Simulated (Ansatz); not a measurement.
One geometry of Cd2S2⁻, that is (CdS)2 ring with one electron more, several levels of theory.

```yaml
crystal:
  periodic: [false, false, false]
  atoms:
    - {symbol: Cd, position_ang: [-0.680313, -0.737368, -0.957592]}
    - {symbol: S, position_ang: [1.767538, -0.575585, -0.812513]}
    - {symbol: Cd, position_ang: [0.680314, 0.737370, 0.957596]}
    - {symbol: S, position_ang: [-1.767539, 0.575592, 0.812509]}
basis:
  gaussian: {orbitals: def2-TZVPD, initial_orbitals: start.molden}
total_charge: -1
magnetization: {spin_polarized: true, initial_magnetization: 1}
hamiltonian: {xc: r2scan, dispersion: d4}
scf: {omitted_lower_state_checks: [starts]}
output: {orbitals: {seedname: orbitals}}
```

The file start.molden holds the orbitals of an earlier run on this structure, at another level or in another basis.

```sh
$ ansatz run in.yaml --threads 4 --pin off --events-out ev --progress --plain --max-ram 3916MiB
```

Shortened log:

```
Functional definition: r2SCAN
1324 factors; their error is unknown
mean field evaluation 1: about -30807.0337 eV, gradient 6.0e0 eV
mean field evaluation 2: about -30807.0923 eV, gradient 1.1e-1 eV
mean field evaluation 4: about -30807.0729 eV, gradient 4.7e-4 eV
mean field evaluation 8: about -30807.0729 eV, gradient 2.3e-5 eV
mean field -30807.07294612 eV, -1132.1390489857 hartree, gradient 2.3e-5 eV, S^2 0.773942; 0 other end points of the search recorded, 0 dependent functions left out
reference -30807.07298383 eV, -1132.1390503716 hartree; 37, 36 occupied and 135, 136 virtual orbitals, 1324 factors
Total energy: -30807.11535928 eV, -1132.1406076406 hartree
Checks for a lower state left out: starts
```

Run time 17 s (4 threads of Arm Neoverse N1 on a shared host).

First input, but with `hamiltonian: {xc: pbe0, dispersion: d4}` (abridged; 10 s):

```
Functional definition: PBE0
mean field -30797.26744862 eV, -1131.7787035993 hartree, gradient 1.6e-5 eV, S^2 0.770830
Total energy: -30797.45335666 eV, -1131.7855355936 hartree
Checks for a lower state left out: starts
```

As the first input, with `hamiltonian: {xc: pbe, dispersion: d4}` (abridged; 6 s):

```
Functional definition: PBE
mean field -30796.31933556 eV, -1131.7438610868 hartree, gradient 1.1e-5 eV, S^2 0.756675
Total energy: -30796.53740375 eV, -1131.7518749449 hartree
Checks for a lower state left out: starts
```

Geometry: r2SCAN-D4/def2-SVP, that of the neutral singlet.

In the def2 sets Cd takes a core potential; there is no spin–orbit coupling. At PBE-D4/def2-TZVPD the highest occupied level of the charge -1 doublet lies above zero (up to 0.02 eV). By energy differences its removal costs 2.08 eV (vertical, to the charge 0 singlet, at PBE-D4/def2-TZVPD); a positive level beside a positive removal energy at the same level points to self-interaction error.
